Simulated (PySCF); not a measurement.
Calculated properties of `N[PH2+]C1=CC=NC=C1`

C5H8N2P (charge +1).
Numbering: `[NH2:1][PH2+:2][c:3]1[cH:4][cH:5][n:6][cH:7][cH:8]1` (hydrogens: H9, H10 on N1; H11, H12 on P2; H13 on C4; H14 on C5; H15 on C7; H16 on C8)

**GFN2-xTB geometry**

- Point group of the GFN2-xTB geometry: C1
- Rotational constants A, B, C of the GFN2-xTB geometry: 4.522, 1.060, 0.897 GHz

**wB97X-D/def2-SVPD ground state and vertical TDDFT (core frozen in the response) (PySCF)**

- HOMO energy: -13.28 eV
- LUMO energy: -4.45 eV
- HOMO–LUMO gap: 8.83 eV
- Lowest singlet excitation: 4.08 eV (304 nm, f = 0.003)
- Strongest line among the 8 lowest singlet transitions: S5 at 6.64 eV (187 nm, f = 0.204)
- Lowest triplet excitation (Tamm–Dancoff): 3.47 eV
- Static isotropic polarisability: 87.2 au
- Electronic spatial extent ⟨r²⟩ about the centre of nuclear charge: 1234 bohr²

From PBE0/pcSseg-1 ground state and GIAO shieldings, non-relativistic (PySCF):

- Lowest Hirshfeld atomic charge: -0.20 e on N1
- Highest Hirshfeld atomic charge: +0.52 e on P2
- 13C chemical shifts (computed TMS as zero) by class: 160.7 (C5/C7), 128.8 (C3), 127.1 (C4/C8) ppm
- 1H chemical shifts (computed TMS as zero) by class: 9.91 (H14/H15), 7.57 (H13/H16), 7.41 (H11/H12), 3.09 (H9/H10) ppm
- Isotropic shieldings of nuclei other than C and H, by class: -136 (N6), 251 (N1), 342 (P2) ppm
- Mayer bond orders between heavy atoms: N1–P2 1.20, P2–C3 0.94, C3–C4 1.36, C4–C5 1.39, C5–N6 1.48, N6–C7 1.47, C7–C8 1.41, C8–C3 1.35

Monoisotopic mass of the ion (most abundant isotopes, electron mass counted): 127.0420 u.

The largest Löwdin shares of the LUMO are 0.19 on P2, 0.17 on C3, 0.14 on N6 and 0.11 on C8. No computed singlet falls in the visible range (750 to 380 nm, 1.65 to 3.26 eV); S1 lies 0.82 eV above its blue end. With B = h/(8π²I), that is 505.379 GHz u Å² over I, the principal moments of inertia are 111.8, 476.7 and 563.6 u Å² (most abundant isotopes). The largest Löwdin shares of the HOMO are 0.60 on N6, 0.10 on C5, 0.10 on C7 and 0.05 on C4.

Isolated species at its GFN2-xTB geometry (one conformer only). NMR classes are plain means over equivalent atoms (diastereotopic ones count apart unless rotation or inversion swaps them), as if these changed places fast; in this geometry the members of some classes differ.

For the TDDFT job (wB97X-D/def2-SVPD), rough CPU time on one thread of a shared machine: about 1.7 min.

Conformer computed: `[NH2:1][PH2+:2][c:3]1[cH:4][cH:5][n:6][cH:7][cH:8]1`: N1–P2–C3–C4 138°, H–N1–P2–C3 88°, H–N1–P2–C3 -56°.
